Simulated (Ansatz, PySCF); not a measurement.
Process, species as SMILES: N[Si](N)(N)Cl -> N[Si](N)N + Cl atom (the Cl-Si bond at the site shown breaks; other sites are not compared here)
Each molecule is optimised on its own at B3LYP-D3(BJ)/def2-TZVP (Ansatz, a program for electronic structure), one conformer each, not searched for the lowest.

Wanted: bond dissociation energy (0 K, with B3LYP-D3(BJ) harmonic zero-point energies from PySCF), in kJ/mol. Correlated levels leave the core frozen unless marked. UHF or UKS for open shells. Spin-orbit coupling is left out. Non-relativistic. Basis-set limits of correlation are two-point, X^-3; Hartree-Fock from the larger set.

Level to compare with: CCSD(T)/CBS(aug-cc-pV(T+d)Z,aug-cc-pV(Q+d)Z) (Ansatz), 504.3 kJ/mol. It is a level with limits of its own, and the differences hold the functionals' basis error too.

Question: Rank these functionals by how close they come to CCSD(T)/CBS(aug-cc-pV(T+d)Z,aug-cc-pV(Q+d)Z), closest first: r2SCAN0/def2-TZVPD (Ansatz); CAM-B3LYP/def2-TZVPD (Ansatz); wB97X-V/def2-TZVPD (Ansatz); revPBE/def2-TZVPD (Ansatz).

Answer: wB97X-V/def2-TZVPD (range-separated hybrid with VV10, 498.2 kJ/mol, difference -6.1), r2SCAN0/def2-TZVPD (hybrid meta-GGA, 481.5 kJ/mol, difference -22.8), CAM-B3LYP/def2-TZVPD (range-separated hybrid, 474.9 kJ/mol, difference -29.4), revPBE/def2-TZVPD (GGA, 449.8 kJ/mol, difference -54.5)
